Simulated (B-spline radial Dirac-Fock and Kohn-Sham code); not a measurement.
## K-line shifts caused by a second vacancy in Nb³⁺

System: Nb³⁺, configuration [Kr] 4d2, inside a Watson sphere of charge -3 and radius 1.8 Å (a model of the Madelung potential; inside it an electron's potential energy is raised by 24.0 eV).

Input file task.json (cfg lists n, l and occupation; rrms is the nuclear radius in fm):

```json
{"items": [{
  "Z": 41,
  "q": 3,
  "cfg": [[1, 0, 2], [2, 0, 2], [2, 1, 6], [3, 0, 2], [3, 1, 6], [3, 2, 10], [4, 0, 2], [4, 1, 6], [4, 2, 2]],
  "A": 93,
  "rrms": 4.324,
  "watson": [-3, 1.8],
  "do": ["binding", "quiet", "double"]
}]}
```

Command: `python xray_run.py task.json out`

Calculated with an atomic code on a B-spline grid, using ΔSCF Dirac-Fock with Breit, self-energy and vacuum polarisation, finite nucleus, configuration average. Each two-hole energy is an average over J within one jj subconfiguration, not an observable level; in light atoms, where LS coupling holds, the j-resolved values are not observed lines, and for a K spectator the Kα1 hypersatellite is nearly forbidden. Correlation and solid-state effects are left out.

Lines without a spectator: Kα2 (K-L2) 16519.2 eV, Kα1 (K-L3) 16613.5 eV, Kβ3 (K-M2) 18604.1 eV, Kβ1 (K-M3) 18619.8 eV. Shifts in eV with one spectator hole (a dash: not computed, or left out as unreliable):

```
spectator hole     Kα2     Kα1     Kβ3     Kβ1
        K (1s)  +454.0  +463.4  +575.3  +577.2
    L2 (2p1/2)   +47.2   +58.7       –  +127.6
    L3 (2p3/2)   +49.3   +48.4  +117.5       –
    M2 (3p1/2)       –   +5.59  +13.35  +16.52
    M3 (3p3/2)   +4.47       –  +14.66  +14.08
    M4 (3d3/2)   +0.19   -1.75       –       –
    M5 (3d5/2)   -2.00   -0.68       –       –
```

With n spectator holes in 2p, averaged over the 2p shell (energies in eV):

```tsv
n	KαLⁿ	step	hypersatellite KαʰLⁿ
0	16582.1	–	17042.4
1	16633.4	+51.3	17095.0
2	16685.9	+52.5	17148.9
3	16739.6	+53.7	17203.9
4	16794.5	+54.9	17260.2
5	16850.7	+56.1	17317.7
```
